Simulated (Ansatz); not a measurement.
```json
{"atom": "Al", "x (Å)": "0.0037", "y (Å)": "-0.0069", "z (Å)": "-0.1128"}
{"atom": "H", "x (Å)": "-0.0003", "y (Å)": "0.0081", "z (Å)": "1.5427"}
```

Basis set: STO-3G (spherical functions). Left uncorrelated: 5 orbitals. Charge 0, multiplicity 1.

Computed with Ansatz (development build ahead of 0.2.0); each method stands on the lowest determinant of its kind that the runs found. Restricted open shells among the atoms or ions are ROHF, correlated in semicanonical orbitals with singles.

The atomization energy at this shape (free ground-state atoms in the same class of orbitals less the molecule, no zero-point energy) of singlet AlH:

| method | atomization energy |
| --- | --- |
| RHF | 4.64 eV |

Task: What does RHF-MP2 give?

Result: 4.97 eV.

This basis has no polarisation functions and is too small for such energies, which can lie far from measured ones in either direction.
